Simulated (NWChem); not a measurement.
System: SrF2; SMILES [F][Sr][F]

NWChem printed, in part:

```
             Northwest Computational Chemistry Package (NWChem) 7.3.0
             --------------------------------------------------------

                             Geometry "geometry" -> ""
                             -------------------------

 Output coordinates in angstroms (scale by  1.889725989 to convert to a.u.)

  No.       Tag          Charge          X              Y              Z
 ---- ---------------- ---------- -------------- -------------- --------------
    1 Sr                  38.0000     0.00000000     0.00000000     0.14790100
    2 F                    9.0000     1.92154200     0.00000000    -0.75477100
    3 F                    9.0000    -1.92154200     0.00000000    -0.75477100

 Effective nuclear repulsion energy (a.u.)     181.6464417724

                              NWChem Property Module
                              ----------------------

                                 NWChem DFT Module
                                 -----------------

 Summary of "ao basis" -> "ao basis" (spherical)
 ------------------------------------------------------------------------------
       Tag                 Description            Shells   Functions and Types
 ---------------- ------------------------------  ------  ---------------------
 Sr                       sadlej pvtz               24       58   11s9p4d
 F                        sadlej pvtz               10       24   5s3p2d

            General Information
            -------------------
          SCF calculation type: DFT
          Wavefunction type:  closed shell.
          No. of atoms     :     3
          No. of electrons :    56
           Alpha electrons :    28
            Beta electrons :    28
          Charge           :     0
          Spin multiplicity:     1
          Use of symmetry is: off; symmetry adaption is: off
          Maximum number of iterations: 150
          AO basis - number of functions:   106
                     number of shells:    44
          Convergence on energy requested:  1.00D-06
          Convergence on density requested:  1.00D-05
          Convergence on gradient requested:  5.00D-04

              XC Information
              --------------
                         PBE0 Method XC Functional
                     Hartree-Fock (Exact) Exchange  0.250
          PerdewBurkeErnzerhof Exchange Functional  0.750
            Perdew 1991 LDA Correlation Functional  1.000 local
           PerdewBurkeErnz. Correlation Functional  1.000 non-local

             Grid Information
             ----------------
          Grid used for XC integration:  medium
          Radial quadrature: Mura-Knowles
          Angular quadrature: Lebedev.
          Tag              B.-S. Rad. Rad. Pts. Rad. Cut. Ang. Pts.
          ---              ---------- --------- --------- ---------
          Sr                  2.00      123          24.0       590
          F                   0.50       49          13.0       434
          Grid pruning is: on
          Number of quadrature shells:   221
          Spatial weights used:  Erf1

      Superposition of Atomic Density Guess
      -------------------------------------

 Sum of atomic energies:       -3330.29444694

      Non-variational initial energy
      ------------------------------

 Total energy =   -3329.987904
 1-e energy   =   -4978.299507
 2-e energy   =    1466.665161
 HOMO         =      -0.631766
 LUMO         =      -0.136610

   convergence    iter        energy       DeltaE   RMS-Dens  Diis-err
 ---------------- ----- ----------------- --------- --------- ---------
 d= 0,ls=0.0,diis     1  -3332.5438031796 -3.51D+03  2.03D-02  3.36D+00
 d= 0,ls=0.0,diis     2  -3331.8466196954  6.97D-01  1.46D-02  9.81D+00
 d= 0,ls=0.0,diis     3  -3332.7149563854 -8.68D-01  2.07D-03  1.94D-01
 d= 0,ls=0.0,diis     4  -3332.7316278232 -1.67D-02  3.56D-04  7.00D-03
 d= 0,ls=0.0,diis     5  -3332.7318156858 -1.88D-04  5.78D-05  1.12D-04
  Resetting Diis
 d= 0,ls=0.0,diis     6  -3332.7318205350 -4.85D-06  1.18D-05  3.75D-06
 d= 0,ls=0.0,diis     7  -3332.7318209243 -3.89D-07  2.63D-06  5.20D-08

         Total DFT energy =    -3332.731820924271
      One electron energy =    -4985.385227066992
           Coulomb energy =     1595.441828927831
    Exchange-Corr. energy =     -124.434864557515
 Nuclear repulsion energy =      181.646441772405

 Numeric. integr. density =       56.000007522222

                       DFT Final Molecular Orbital Analysis
                       ------------------------------------

 Vector   26  Occ=2.000000D+00  E=-3.227844D-01
              MO Center=  7.1D-06,  7.6D-10, -7.4D-01, r^2= 4.2D+00
   Bfn.  Coefficient  Atom+Function         Bfn.  Coefficient  Atom+Function
  ----- ------------  ---------------      ----- ------------  ---------------
    65      0.513181  2 F  py                89      0.513179  3 F  py
    68      0.248023  2 F  py                92      0.248023  3 F  py
    71      0.089479  2 F  py                95      0.089479  3 F  py
    22     -0.080973  1 Sr py                50     -0.051696  1 Sr d -1
    19      0.039323  1 Sr py                25     -0.030412  1 Sr py

 Vector   27  Occ=2.000000D+00  E=-3.218217D-01
              MO Center=  4.7D-06, -7.5D-10, -7.3D-01, r^2= 4.2D+00
   Bfn.  Coefficient  Atom+Function         Bfn.  Coefficient  Atom+Function
  ----- ------------  ---------------      ----- ------------  ---------------
    64      0.404288  2 F  px                88     -0.404287  3 F  px
    66      0.317872  2 F  pz                90      0.317871  3 F  pz
    67      0.199803  2 F  px                91     -0.199802  3 F  px
    69      0.150360  2 F  pz                93      0.150359  3 F  pz
    23     -0.103557  1 Sr pz                 7      0.083328  1 Sr s

 Vector   28  Occ=2.000000D+00  E=-3.117074D-01
              MO Center=  1.6D-06, -7.5D-11, -7.3D-01, r^2= 4.2D+00
   Bfn.  Coefficient  Atom+Function         Bfn.  Coefficient  Atom+Function
  ----- ------------  ---------------      ----- ------------  ---------------
    66      0.461936  2 F  pz                90     -0.461936  3 F  pz
    64     -0.243134  2 F  px                88     -0.243133  3 F  px
    69      0.230207  2 F  pz                93     -0.230206  3 F  pz
    21     -0.187205  1 Sr px                67     -0.126851  2 F  px
    91     -0.126850  3 F  px                18      0.110626  1 Sr px

 Vector   29  Occ=0.000000D+00  E=-5.896082D-02
              MO Center= -2.5D-08,  3.9D-08,  1.3D+00, r^2= 6.8D+00
   Bfn.  Coefficient  Atom+Function         Bfn.  Coefficient  Atom+Function
  ----- ------------  ---------------      ----- ------------  ---------------
     9      0.877000  1 Sr s                  8     -0.321441  1 Sr s
    10      0.283007  1 Sr s                 32      0.255942  1 Sr pz
     7     -0.227902  1 Sr s                 63     -0.170152  2 F  s
    87     -0.170152  3 F  s                 11      0.158070  1 Sr s
     5      0.125842  1 Sr s                 53     -0.118606  1 Sr d  2

 Vector   30  Occ=0.000000D+00  E=-5.758177D-03
              MO Center= -7.2D-08,  3.2D-07,  1.2D+00, r^2= 2.2D+01
   Bfn.  Coefficient  Atom+Function         Bfn.  Coefficient  Atom+Function
  ----- ------------  ---------------      ----- ------------  ---------------
    31      0.438816  1 Sr py                34      0.309515  1 Sr py
    55      0.303904  1 Sr d -1              37      0.286600  1 Sr py
    28      0.206221  1 Sr py                50      0.179549  1 Sr d -1
    22     -0.119549  1 Sr py                25     -0.095537  1 Sr py
    71     -0.074046  2 F  py                95     -0.074046  3 F  py

 Vector   31  Occ=0.000000D+00  E= 7.968715D-04
              MO Center= -1.4D-08,  2.3D-08,  1.5D+00, r^2= 3.7D+01
   Bfn.  Coefficient  Atom+Function         Bfn.  Coefficient  Atom+Function
  ----- ------------  ---------------      ----- ------------  ---------------
    38      0.571062  1 Sr pz                 9     -0.424334  1 Sr s
    10     -0.344783  1 Sr s                 11      0.330801  1 Sr s
    56      0.286415  1 Sr d  0              32      0.244445  1 Sr pz
    58      0.194472  1 Sr d  2              63      0.168713  2 F  s
    87      0.168713  3 F  s                 35      0.165945  1 Sr pz

     Multipole analysis of the density
     ---------------------------------

     L   x y z        total         alpha         beta         nuclear
     -   - - -        -----         -----         ----         -------
     0   0 0 0     -0.000000    -28.000000    -28.000000     56.000000

     1   1 0 0      0.000000      0.000000      0.000000      0.000000
     1   0 1 0      0.000000      0.000000      0.000000      0.000000
     1   0 0 1      2.403335      8.728106      8.728106    -15.052877

     2   2 0 0    -38.654132   -137.996793   -137.996793    237.339454
     2   1 1 0      0.000000      0.000000      0.000000      0.000000
     2   1 0 1     -0.000000     -0.000000     -0.000000      0.000000
     2   0 2 0    -19.326782     -9.663391     -9.663391      0.000000
     2   0 1 1     -0.000000     -0.000000     -0.000000      0.000000
     2   0 0 2    -22.129964    -30.858437    -30.858437     39.586910

 *** CALLING NEW AORESP DRIVER FOR CLOSED AND OPEN SHELLS ***
 Entering AOResponse driver routine

--------------------------------------------------------------------------------

          -----------------------------------------------
          Solving response equations for perturbing field
          -----------------------------------------------

 number of frequencies:     1
 frequency in a.u.:  0.0000000E+00
 Perturbing field: electric
 Using El. Dipole Length Gauge

 Setting up CPKS with frequency omega =      0.00000000 a.u.

 STATIC response

                                NWChem CPHF Module
                                ------------------

  scftype          =     RHF
  nclosed          =       28
  nopen            =        0
  variables        =     2184
  # of vectors     =        3
  tolerance        = 0.10D-03
  level shift      = 0.00D+00
  max iterations   =       50
  max subspace     =       30

 SCF residual:    2.8224486733029322E-004

Iterative solution of linear equations
  No. of variables     2184
  No. of equations        3
  Maximum subspace       30
        Iterations       50
       Convergence  1.0D-04

   iter   nsub   residual    time
   ----  ------  --------  ---------
     1      3    2.01D+00      72.1
     2      6    2.52D+00      95.0
     3      9    4.25D-01     115.3
     4     12    5.41D-02     144.7
     5     15    1.03D-02     178.0
     6     18    2.35D-03     204.4
     7     21    1.36D-03     238.0
     8     24    7.61D-05     273.0

 Electric Dipole Response Matrix (nonzero elements):

              1        2        3
    1   33.4632   0.0000  -0.0000
    2    0.0000  20.6669   0.0000
    3   -0.0000   0.0000  22.6029

 ------------------------------------------
 average:        25.57764 + I       0.00000

 DFT Linear Response polarizability / au
 Frequency  =       0.0000000 / au
              X              Y              Z
 -----------------------------------------------
 X      33.4631851      0.0000000     -0.0000000
 Y       0.0000000     20.6668798      0.0000000
 Z      -0.0000000      0.0000000     22.6028637
 -----------------------------------------------
 Eigenvalues =      33.4631851     20.6668798     22.6028637
 Isotropic   =      25.5776429
 Anisotropic =      11.9465485
 -----------------------------------------------

 Magnetic Dipole Response Matrix (nonzero elements):

 Exiting AOResponse driver routine
```

Level: PBE0/Sadlej pVTZ, non-relativistic. Structure relaxed at the PBE0/def2-SVP (def2 core potentials past Kr) level. No frequency run checked for a minimum.

Q: Write an input that gives this output.

A: Several could match; the one computed here: the input that was run:
```
start job
memory heap 200 mb stack 900 mb global 1100 mb
geometry units angstroms noautosym nocenter noautoz
  Sr     0.000000     0.000000     0.147901
  F      1.921542     0.000000    -0.754771
  F     -1.921542     0.000000    -0.754771
end
basis spherical
  * library sadlej_pvtz
end
dft
  xc pbe0
  iterations 150
end
property
  response 1 0.0
end
task dft property
```
